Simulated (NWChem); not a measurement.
System: ZrBr₄; SMILES [Br][Zr]([Br])([Br])[Br]

Input file for NWChem:

```
start job
memory heap 200 mb stack 900 mb global 1100 mb
geometry units angstroms noautoz
  Zr     0.000005     0.000000     0.000005
  Br    -2.050615     1.397959     0.017781
  Br     2.001631     1.466954     0.034454
  Br     0.016786    -1.469544     1.999952
  Br     0.032193    -1.395371    -2.052193
end
basis spherical
  * library sto-3g
end
dft
  xc b3lyp
  iterations 150
  mulliken
end
task dft energy
```

Parts of the log:

```
             Northwest Computational Chemistry Package (NWChem) 7.3.0
             --------------------------------------------------------

 C1  symmetry detected

                             Geometry "geometry" -> ""
                             -------------------------

 Output coordinates in angstroms (scale by  1.889725989 to convert to a.u.)

  No.       Tag          Charge          X              Y              Z
 ---- ---------------- ---------- -------------- -------------- --------------
    1 Zr                  40.0000     0.00000618     0.00000154     0.00000297
    2 Br                  35.0000    -2.10619568    -0.13255392     1.30613869
    3 Br                  35.0000     1.00219344     2.25406937     0.27285155
    4 Br                  35.0000     1.59194928    -1.71806108     0.82073872
    5 Br                  35.0000    -0.48795410    -0.40345613    -2.39973235

 Effective nuclear repulsion energy (a.u.)    2153.7008484324

                                 NWChem DFT Module
                                 -----------------

 Summary of "ao basis" -> "ao basis" (spherical)
 ------------------------------------------------------------------------------
       Tag                 Description            Shells   Functions and Types
 ---------------- ------------------------------  ------  ---------------------
 Zr                          sto-3g                 11       27   5s4p2d
 Br                          sto-3g                  8       18   4s3p1d

            General Information
            -------------------
          SCF calculation type: DFT
          Wavefunction type:  closed shell.
          No. of atoms     :     5
          No. of electrons :   180
           Alpha electrons :    90
            Beta electrons :    90
          Charge           :     0
          Spin multiplicity:     1
          Use of symmetry is: off; symmetry adaption is: off
          Maximum number of iterations: 150
          AO basis - number of functions:    99
                     number of shells:    43
          Convergence on energy requested:  1.00D-06
          Convergence on density requested:  1.00D-05
          Convergence on gradient requested:  5.00D-04

              XC Information
              --------------
                         B3LYP Method XC Potential
                     Hartree-Fock (Exact) Exchange  0.200
                        Slater Exchange Functional  0.800 local
                    Becke 1988 Exchange Functional  0.720 non-local
              Lee-Yang-Parr Correlation Functional  0.810
                  VWN I RPA Correlation Functional  0.190 local

             Grid Information
             ----------------
          Grid used for XC integration:  medium
          Radial quadrature: Mura-Knowles
          Angular quadrature: Lebedev.
          Tag              B.-S. Rad. Rad. Pts. Rad. Cut. Ang. Pts.
          ---              ---------- --------- --------- ---------
          Zr                  1.55      123           7.0       590
          Br                  1.15      112          10.0       590
          Grid pruning is: on
          Number of quadrature shells:   571
          Spatial weights used:  Erf1

      Superposition of Atomic Density Guess
      -------------------------------------

 Sum of atomic energies:      -13681.28276345

      Non-variational initial energy
      ------------------------------

 Total energy =  -13681.332940
 1-e energy   =  -23412.878684
 2-e energy   =    7577.844896
 HOMO         =      -0.273794
 LUMO         =       0.245413

     ---------------------------------------------
      Total Density - Mulliken Population Analysis
     ---------------------------------------------

    Atom       Charge   Shell Charges
 -----------   ------   -------------------------------------------------------
    1 Zr  40    38.03   2.00  2.00  6.00  1.99  5.95  2.08  5.69  0.51  0.69  9.98  1.16
    2 Br  35    35.49   2.00  2.00  6.00  2.00  5.99  1.96  5.54 10.00
    3 Br  35    35.49   2.00  2.00  6.00  2.00  5.99  1.96  5.54 10.00
    4 Br  35    35.49   2.00  2.00  6.00  2.00  5.99  1.96  5.54 10.00
    5 Br  35    35.49   2.00  2.00  6.00  2.00  5.99  1.96  5.54 10.00

   convergence    iter        energy       DeltaE   RMS-Dens  Diis-err
 ---------------- ----- ----------------- --------- --------- ---------
 d= 0,ls=0.0,diis     1 -13688.8617629168 -1.58D+04  4.31D-02  1.22D+00
 d= 0,ls=0.0,diis     2 -13687.8091940901  1.05D+00  2.83D-02  7.77D+00
 d= 0,ls=0.0,diis     3 -13689.1363747597 -1.33D+00  1.00D-03  4.78D-03
 d= 0,ls=0.0,diis     4 -13689.1373558643 -9.81D-04  3.21D-05  2.73D-06
 d= 0,ls=0.0,diis     5 -13689.1373538318  2.03D-06  3.61D-06  2.78D-08
 d= 0,ls=0.0,diis     6 -13689.1373538369 -5.07D-09  6.81D-07  2.30D-09

         Total DFT energy =   -13689.137353836883
      One electron energy =   -23405.232212459458
           Coulomb energy =     8042.896952789660
    Exchange-Corr. energy =     -480.502942599443
 Nuclear repulsion energy =     2153.700848432360

 Numeric. integr. density =      180.000000631297

                       DFT Final Molecular Orbital Analysis
                       ------------------------------------

 Vector   88  Occ=2.000000D+00  E=-2.045801D-01
              MO Center=  7.4D-01,  3.6D-02, -3.6D-01, r^2= 6.6D+00
   Bfn.  Coefficient  Atom+Function         Bfn.  Coefficient  Atom+Function
  ----- ------------  ---------------      ----- ------------  ---------------
    93      0.556485  5 Br py                58      0.434751  3 Br pz
    75     -0.410211  4 Br py                76     -0.371879  4 Br pz
    56      0.352503  3 Br px                74     -0.250991  4 Br px
    57     -0.209350  3 Br py                89     -0.170339  5 Br py
    54     -0.133076  3 Br pz                71      0.125564  4 Br py

[...]
```

Level: B3LYP/STO-3G, non-relativistic. Structure relaxed at the PBE-D3(BJ)/def2-SVP (def2 core potentials past Kr) level. No frequency run checked for a minimum. B3LYP is NWChem's, with the RPA form of VWN correlation.
